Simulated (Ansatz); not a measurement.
`[CH3][AlH][SiH2][SbH2]` + `[SH][GeH3]` → `[CH3][AlH][S][GeH3]` + `[SiH3][SbH2]` at 400 K and 1 bar (cleavage of the Al–Si bond).

Computed with Ansatz on PBE0-D4/def2-TZVP structures; ΔE is electronic, products minus reactants. CBS: MP2 limit from def2 TZ/QZ plus the TZ coupled-cluster correction, frozen cores. Elements past krypton have def2 core potentials. For Ge, Sb outer-core shells are correlated without core-valence functions, which leaves a few kJ/mol of doubt a bond. Scalar relativity is left out up to krypton. One conformer a species, not always the lowest.

```tsv
species	CCSD(T)/CBS energy (Eh)	H − E (kJ/mol)	S (J/(mol·K))
`[CH3][AlH][SiH2][SbH2]`	-813.96923	234.4	439.2
`[SH][GeH3]`	-2476.30083	106.6	308.1
`[CH3][AlH][S][GeH3]`	-2758.22792	217.7	429.9
`[SiH3][SbH2]`	-532.08095	123.9	330.9
```

H − E and S are ideal-gas, rigid-rotor, harmonic terms from PBE0-D4/def2-TZVP, for one conformer and one mirror image of each species. 1 Eh = 2625.50 kJ/mol, R = 8.31446 J/(mol·K).

Question: By hand: ΔE, ΔH, ΔS and ΔG.

Answer: ΔE = (-2758.22792) + (-532.08095) − (-813.96923) − (-2476.30083) = -0.03881 Eh = -101.9 kJ/mol. Δ(H − E) = 217.7 + 123.9 − 234.4 − 106.6 = 0.6, so ΔH = -101.3 kJ/mol. ΔS = 429.9 + 330.9 − 439.2 − 308.1 = 13.5 J/(mol·K). ΔG = -101.3 − 400 × (13.5)/1000 = -106.7 kJ/mol.

Question: By hand: the equilibrium constant, and the temperature at which ΔG would vanish if ΔH and ΔS stayed fixed.

Answer: log₁₀ K = −ΔG/(RT ln 10) = 13.9. ΔH and −TΔS have one sign here, so there is no such temperature.

The number of gas molecules stays the same, so ΔS is small and ΔH decides. A doubt of 5 kJ/mol in ΔE shifts log₁₀ K by 0.7 here. Other conformers and mirror images would add mixing entropy, several J/(mol·K) or more a flexible species. Modes under 60 cm⁻¹, often nearly free rotors, make the harmonic entropy too high. These are equilibria of isolated gas molecules and say nothing of rates. Largest T1 diagnostic: 0.014 (customary marks: 0.02 for closed shells, 0.045 for open ones).
